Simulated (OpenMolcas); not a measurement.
## Au V: effect of the active space

```yaml
Program: OpenMolcas 26.06
Method: MS-CASPT2, IPEA 0.25 Eh, imaginary shift 0.1 Eh
Basis: ANO-RCC-VQZP
Scalar_Hamiltonian: DKH2, point nucleus
Spin-orbit_coupling: RASSI with atomic mean-field integrals over the reference wave functions, term energies averaged over their components
```

A. 7 electrons in 5 orbitals (5d); 2S+1 = 4 even, 10 roots; 2S+1 = 2 even, 40 roots; closed shells correlated: 5s 5p; CASPT2 step roughly 50 core-seconds
B. 7 electrons in 10 orbitals (5d 6d); 2S+1 = 4 even, 10 roots; 2S+1 = 2 even, 40 roots; closed shells correlated: 5s 5p; CASPT2 step about 26 core-minutes

Energies in eV above 5d⁷ ⁴F_9/2.

```csv
Level,A,B
5d⁷ ⁴F_9/2,0.0000,0.0000
5d⁷ ⁴F_7/2,1.482,1.478
5d⁷ ⁴F_3/2 [51 %],2.397,2.360
5d⁷ ⁴P_5/2 [71 %],2.517,2.486
5d⁷ ²G_9/2 [55 %],2.693,2.681
5d⁷ ⁴P_1/2 [66 %],2.985,2.937
5d⁷ ²H_11/2,3.559,3.553
5d⁷ ²G_7/2,3.696,3.674
5d⁷ ²D_5/2(1) [67 %],4.334,4.323
5d⁷ ²F_5/2,4.757,4.720
5d⁷ ²P_1/2 [66 %],4.938,4.917
5d⁷ ²H_9/2 [70 %],5.137,5.126
5d⁷ ²F_7/2,5.810,5.798
5d⁷ ²D_3/2(2) [68 %],7.953,7.939
5d⁷ ²D_5/2(2),8.326,8.351
```

Between A and B the level of the table that moves most is 5d⁷ ⁴P_1/2 [66 %], by 390 cm-1 (lowest in B, highest in A). Moves below CASPT2's spread within the term are not significant.

CASPT2 breaks the degeneracy within a term, and the mean is taken; among the terms shown or strongly mixed into the levels shown the widest spread is 860 cm-1 (5d⁷ ⁴F, B). Active for correlation alone: 6d; no level in the range computed is led by a configuration that fills it, so any true level of that kind is missing (holds for B). Only configurations of the active space appear. Levels that lie high or do not pair safely by name in every column are left out.

A share in square brackets marks a mixed level and gives the weight of the term that names it, the lowest over the columns. A number in round brackets counts repeated terms of one configuration in the order of the reference energies.
